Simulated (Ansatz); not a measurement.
Consider the substitution at a C–C bond: `CCCCC(O)CC` + HBr → `CCCCBr` + `CCCO`.

Calculated with Ansatz (gas phase, PBE0-D4/def2-TZVP geometries, no zero-point term in ΔE). CBS: MP2 limit from def2 TZ/QZ plus the TZ coupled-cluster correction, frozen cores. For Br outer-core shells are correlated without core-valence functions, which leaves a few kJ/mol of doubt a bond. Scalar relativity is left out up to krypton. Each species was taken in one conformer, which may not be the lowest.

`CCCCC(O)CC`:

```xyz
24

C     0.804   -0.058   -3.423
C     0.609   -0.317   -1.939
C    -0.629    0.370   -1.386
C    -0.922    0.060    0.075
C     0.155    0.512    1.043
O     0.347    1.901    0.823
C    -0.201    0.242    2.498
C    -0.307   -1.232    2.851
H    -0.050   -0.422   -4.002
H     0.903    1.013   -3.623
H     1.700   -0.552   -3.806
H     0.538   -1.397   -1.760
H     1.495    0.026   -1.395
H    -1.497    0.070   -1.985
H    -0.527    1.452   -1.509
H    -1.861    0.542    0.369
H    -1.066   -1.019    0.196
H     1.089   -0.028    0.815
H     0.987    2.221    1.464
H     0.571    0.704    3.126
H    -1.138    0.762    2.727
H    -0.456   -1.367    3.925
H    -1.146   -1.712    2.343
H     0.603   -1.772    2.573
```

HBr:

Cartesian coordinates in Å:
```
Br -0.045 -0.505 0.497
H 0.045 0.505 -0.497
```

`CCCCBr`:

Z-matrix (Å, degrees):
```
C
C 1 1.518
H 1 1.092 2 111.4
H 1 1.094 2 111.4 3 120.2
H 1 1.094 2 111.1 3 -119.9
C 2 1.519 1 112.5 3 -179.9
H 2 1.094 1 109.9 3 58.3
H 2 1.096 1 109.8 3 -58.2
C 6 1.509 2 114.6 1 178.7
H 6 1.099 2 109.3 1 59.0
H 6 1.095 2 110.1 1 -57.4
Br 9 1.953 6 112.5 2 66.1
H 9 1.089 6 112.2 2 -52.3
H 9 1.088 6 112.1 2 -175.8
```

`CCCO`:

Z-matrix (Å, degrees):
```
C
C 1 1.519
H 1 1.094 2 111.3
H 1 1.092 2 111.4 3 120.2
H 1 1.093 2 111.1 3 -119.8
C 2 1.516 1 112.3 3 59.4
H 2 1.097 1 109.7 3 -61.9
H 2 1.094 1 110.5 3 -179.1
O 6 1.412 2 113.3 1 177.5
H 6 1.101 2 109.8 1 -57.8
H 6 1.094 2 109.9 1 59.5
H 9 0.961 6 108.2 2 59.3
```

```
     species  HF/def2-SVP energy (Eh)
`CCCCC(O)CC`               -349.00388
         HBr              -2572.68493
    `CCCCBr`              -2728.70726
      `CCCO`               -192.97383
```

Task: Work out ΔE.

Result: ΔE = (-2728.70726) + (-192.97383) − (-349.00388) − (-2572.68493) = 0.00772 Eh = +20.3 kJ/mol. CCSD(T)/CBS gives +20.1 kJ/mol.

Largest T1 diagnostic among the species: 0.009.

The D4 term adds +9.1 kJ/mol with B3LYP and +5.9 kJ/mol with PBE0; it sums over pairs of atoms, weighted by their polarisabilities, and B3LYP, whose exchange is more repulsive, gets the larger term. At CCSD(T), def2-SVP lies +20.7 kJ/mol from the extrapolated value and def2-TZVPP +1.6 kJ/mol. From BLYP to BHLYP (50 % exact exchange), in def2-TZVPP and without D4, ΔE moves by +10.7 kJ/mol.

B3LYP here is the variant with VWN-RPA as its local correlation; programs differ in this.
